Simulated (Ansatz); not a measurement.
A nudged elastic band was laid between two geometries of C$_{3}$H$_{5}$B (9 atoms, charge 0, multiplicity 1).

The calculation used RKS PBE-D4/def2-SVP in Ansatz.

```
movable images  : 9
climbing image  : yes
spring          : 5.0 eV/Å²
optimiser       : quadratic models (default)
start path      : through a guess of the saddle point
force threshold : 0.03 eV/Å
iteration limit : 60
end points      : relaxed
```

Initial state:

```xyz
9
Properties=species:S:1:pos:R:3
B -0.678 1.813 -1.456
C -0.024 0.928 -0.639
C 0.612 0.061 0.162
C 0.014 -1.160 0.789
H -1.247 2.584 -2.166
H 1.684 0.233 0.408
H 0.592 -2.065 0.499
H -1.047 -1.295 0.505
H 0.093 -1.099 1.897
```

Final state:

```xyz
9
Properties=species:S:1:pos:R:3
B -0.668 1.969 -1.244
C -0.029 0.888 -0.692
C 0.593 -0.168 -0.150
C 0.017 -1.105 0.866
H -1.220 2.910 -1.724
H 1.638 -0.400 -0.457
H 0.643 -1.103 1.786
H 0.049 -2.150 0.486
H -1.024 -0.841 1.130
```

(1) What changes between the two ends?

(2) What energy profile does the band end with?

(3) What is the geometry of the highest image?

(4) What are the harmonic wavenumbers there?

Answers

(1) No bond is made or broken. The dihedral C2–C3–C4–H8 goes from 1 to 123°. The two ends are copies of one structure, up to a mirror image or an exchange of like atoms.

(2) It converged. The highest image is number 5 of 0 to 10, 0.063 eV above the ends, which have the same energy within 2 meV. A vibrational analysis at the climbing image gives one clearly imaginary mode, 186i cm⁻¹: a first-order saddle point.

```csv
image,path coordinate (Å),energy (eV),dihedral C2–C3–C4–H8 (°)
0,0.00,0.000,1
1,0.31,0.006,12
2,0.62,0.020,23
3,0.93,0.040,34
4,1.24,0.057,46
5,1.55,0.063,59
6,1.87,0.056,72
7,2.18,0.038,85
8,2.50,0.018,98
9,2.81,0.004,110
10,3.13,0.000,123
```

(3) 
```xyz
9
Properties=species:S:1:pos:R:3
B -0.701 1.901 -1.300
C -0.009 0.907 -0.657
C 0.660 -0.068 -0.024
C 0.034 -1.143 0.825
H -1.294 2.769 -1.862
H 1.768 -0.110 -0.116
H 0.785 -1.835 1.252
H -0.694 -1.731 0.227
H -0.549 -0.690 1.654
```

(4) 186i, 181, 263, 507, 566, 704, 768, 885, 1000, 1035, 1139, 1299, 1346, 1394, 1399, 1907, 2772, 2970, 2984, 3045, 3085 cm⁻¹.

Time of the run: 120 s on 1 CPU thread of a shared host.
